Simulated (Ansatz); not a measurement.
`C[O][Al-]([CH3])([CH3])[O+]1CCCC1`, charge 0, multiplicity 1.

Task: Give a relaxed structure at PBE0-D4/def2-TZVP (Ansatz). (Estimate.)

Result: Computed: 
Z-matrix (Å, degrees):
```
C
O 1 1.387
H 1 1.098 2 111.1
H 1 1.101 2 111.2 3 -118.9
H 1 1.100 2 113.0 3 120.6
Al 2 1.734 1 131.0 3 -120.4
C 6 1.965 2 114.2 1 141.8
C 6 1.968 2 115.5 1 -4.5
O 6 1.989 2 97.8 1 -111.7
H 7 1.096 6 109.5 2 -88.4
H 7 1.095 6 113.3 2 29.9
H 7 1.096 6 113.3 2 153.1
H 8 1.096 6 110.8 2 78.2
H 8 1.095 6 111.4 2 -163.5
H 8 1.095 6 114.4 2 -42.0
C 9 1.439 6 119.6 2 -77.1
C 9 1.443 6 115.1 2 50.5
C 16 1.515 9 104.1 6 90.4
H 16 1.095 9 107.7 6 -150.2
H 16 1.088 9 107.5 6 -32.2
C 17 1.529 9 106.0 6 -101.5
H 17 1.088 9 107.3 6 20.9
H 17 1.093 9 107.4 6 138.2
H 18 1.090 16 111.9 9 154.9
H 18 1.090 16 109.6 9 -84.2
H 21 1.089 17 111.0 9 108.2
H 21 1.091 17 110.4 9 -131.8
```
This is one stationary point; other conformers may exist.
